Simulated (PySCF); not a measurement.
Be, singlet; DF-SVWN5/pcseg-2 in PySCF.

The PySCF input:
```python
from pyscf import gto, scf, dft

mol = gto.M(
    atom='''
Be    0.000000    0.000000    0.000000
''',
    basis='pcseg-2',
    charge=0,
    spin=0,
    verbose=5,
)

mf = dft.RKS(mol)
mf.xc = 'lda,vwn'
mf = mf.density_fit(auxbasis='def2-universal-jkfit')
mf.kernel()
```

The log (banner, timings and long lists left out):

```
PySCF version 2.14.0

[INPUT] verbose = 5
[INPUT] max_memory = 4000
[INPUT] num. atoms = 1
[INPUT] num. electrons = 4
[INPUT] charge = 0
[INPUT] spin (= nelec alpha-beta = 2S) = 0
[INPUT] symmetry False subgroup None
[INPUT] Mole.unit = angstrom
[INPUT] Symbol           X                Y                Z      unit          X                Y                Z       unit  Magmom
[INPUT]  1 Be     0.000000000000   0.000000000000   0.000000000000 AA    0.000000000000   0.000000000000   0.000000000000 Bohr   0.0
[INPUT] ---------------- BASIS SET ----------------
[INPUT] l, kappa, [nprim/nctr], expnt,             c_1 c_2 ...
[INPUT] Be
[INPUT] 0    0    [11   /4   ]  2944.75           0.000773431    0    0    0
                                441.879           0.00596942    0    0    0
                                100.624           0.0304024    0    0    0
                                28.4712           0.114358    0    0    0
                                9.14444           0.305833    0    0    0
                                3.17664            0.5    0    0    0
                                1.12275           0.347539    0    0    0
                                1.92303              0 -0.0886331    0    0
                                0.191413             0  0.5    0    0
                                0.0833307            0    0    1    0
                                0.0374215            0    0    0    1
[INPUT] 1    0    [4    /2   ]  3.72379           0.0406783    0
                                0.752088          0.210745    0
                                0.204375           0.5    0
                                0.0548729            0    1
[INPUT] 2    0    [1    /1   ]  0.39                 1

nuclear repulsion = 0
number of shells = 3
number of NR pGTOs = 28
number of NR cGTOs = 15
basis = pcseg-2
ecp = {}

******** <class 'pyscf.df.df_jk.DFRKS'> ********
method = DFRKS
initial guess = minao
damping factor = 0
level_shift factor = 0
DIIS = <class 'pyscf.scf.diis.CDIIS'>
diis_start_cycle = 1
diis_space = 8
diis_damp = 0
SCF conv_tol = 1e-09
SCF conv_tol_grad = None
SCF max_cycles = 50
direct_scf = False
XC library pyscf.dft.libxc version 7.1.2
    S. Lehtola, C. Steigemann, M. J. T. Oliveira, and M. A. L. Marques,  SoftwareX 7, 1–5 (2018)
XC functionals = lda,vwn
    P. A. M. Dirac,  Math. Proc. Cambridge Philos. Soc. 26, 376 (1930)
    F. Bloch,  Z. Phys. 57, 545 (1929)
    S. H. Vosko, L. Wilk, and M. Nusair,  Can. J. Phys. 58, 1200 (1980)
radial grids:
    Treutler-Ahlrichs [JCP 102, 346 (1995); DOI:10.1063/1.469408] (M4) radial grids

becke partition: Becke, JCP 88, 2547 (1988); DOI:10.1063/1.454033
pruning grids: <function nwchem_prune>
grids dens level: 3
symmetrized grids: False
atomic radii adjust function: <function treutler_atomic_radii_adjust>
small_rho_cutoff = 0
Set gradient conv threshold to 3.16228e-05
Initial guess from minao.
atom Be rad-grids = 75, ang-grids = [ 50  50  50  50  50  50  50  50  50  50  50  50  50  50  50  50  50  50
  50  50  50  50  50  50  86  86  86  86  86  86  86  86  86  86 266 266
 266 266 266 266 302 302 302 302 302 302 302 302 302 302 302 302 302 302
 302 302 302 302 302 302 302 266 266 266 266 266 266 266 266 266 266 266
 266 266 266]
tot_boxes 729, boxes in each direction [7 7 7]
Padding 6 grids
tot grids = 13728
nelec by numeric integration = 3.99969126513385
num shells = 17, num cGTOs = 51
E1 = -19.13830120839149  E2 = 4.696200444011025  Ecoul = 7.249873902258162  Exc = -2.553673458247137
init E= -14.4421007643805
cond(S) = 115.52983239397659
  HOMO = -0.194834453833284  LUMO = -0.0666388171972749  gap/eV = 3.48838
  mo_energy =
[-3.80522951 -0.19483445 -0.06663882 -0.06663882 -0.06663882  0.04745657
  0.17898732  0.17898732  0.17898732  0.55314524  0.79549387  0.79549387
  0.79549387  0.79549387  0.79549387]
nelec by numeric integration = 3.9999999999998197
E1 = -19.053651291145066  E2 = 4.608839762073929  Ecoul = 7.136841359672714  Exc = -2.528001597598785
cycle= 1 E= -14.4448115290711  delta_E= -0.00271  |g|= 0.0104  |ddm|= 0.249
  HOMO = -0.207453758801649  LUMO = -0.0780791115278446  gap/eV = 3.52046
  mo_energy =
[-3.84494281 -0.20745376 -0.07807911 -0.07807911 -0.07807911  0.03932305
  0.16580959  0.16580959  0.16580959  0.54227507  0.78146283  0.78146283
  0.78146283  0.78146283  0.78146283]
nelec by numeric integration = 3.9999999999998157
E1 = -19.075386916591125  E2 = 4.630498903502712  Ecoul = 7.164003248343048  Exc = -2.5335043448403356
cycle= 2 E= -14.4448880130884  delta_E= -7.65e-05  |g|= 0.00255  |ddm|= 0.044
  HOMO = -0.204799281941898  LUMO = -0.0756855672902831  gap/eV = 3.51336
  mo_energy =
[-3.83735989 -0.20479928 -0.07568557 -0.07568557 -0.07568557  0.04074466
  0.16840812  0.16840812  0.16840812  0.54444875  0.78443852  0.78443852
  0.78443852  0.78443852  0.78443852]
nelec by numeric integration = 3.9999999999998153
E1 = -19.07079797355062  E2 = 4.625904255531119  Ecoul = 7.158240469811107  Exc = -2.5323362142799875
cycle= 3 E= -14.4448937180195  delta_E= -5.7e-06  |g|= 4.2e-05  |ddm|= 0.00958
  HOMO = -0.204850710876981  LUMO = -0.0757341950702259  gap/eV = 3.51344
  mo_energy =
[-3.83747045 -0.20485071 -0.0757342  -0.0757342  -0.0757342   0.0407001
  0.1683516   0.1683516   0.1683516   0.54440108  0.78438036  0.78438036
  0.78438036  0.78438036  0.78438036]
nelec by numeric integration = 3.999999999999816
E1 = -19.070864308312185  E2 = 4.625970588928908  Ecoul = 7.158323097084477  Exc = -2.532352508155569
cycle= 4 E= -14.4448937193833  delta_E= -1.36e-09  |g|= 8.68e-07  |ddm|= 0.000152
  HOMO = -0.204851743995011  LUMO = -0.0757352130187052  gap/eV = 3.51344
  mo_energy =
[-3.83747256 -0.20485174 -0.07573521 -0.07573521 -0.07573521  0.04069874
  0.16835028  0.16835028  0.16835028  0.54439998  0.78437918  0.78437918
  0.78437918  0.78437918  0.78437918]
nelec by numeric integration = 3.999999999999817
E1 = -19.070865306911863  E2 = 4.625971587528124  Ecoul = 7.158324327929488  Exc = -2.532352740401364
cycle= 5 E= -14.4448937193837  delta_E= -4.62e-13  |g|= 1.76e-09  |ddm|= 5.12e-06
  HOMO = -0.204851744613728  LUMO = -0.0757352131924476  gap/eV = 3.51344
  mo_energy =
[-3.83747257 -0.20485174 -0.07573521 -0.07573521 -0.07573521  0.04069874
  0.16835028  0.16835028  0.16835028  0.54439998  0.78437918  0.78437918
  0.78437918  0.78437918  0.78437918]
nelec by numeric integration = 3.999999999999817
E1 = -19.07086531166997  E2 = 4.62597159228622  Ecoul = 7.1583243339278875  Exc = -2.5323527416416676
Extra cycle  E= -14.4448937193837  delta_E= -1.07e-14  |g|= 5.71e-10  |ddm|= 1.71e-08
converged SCF energy = -14.4448937193837
```
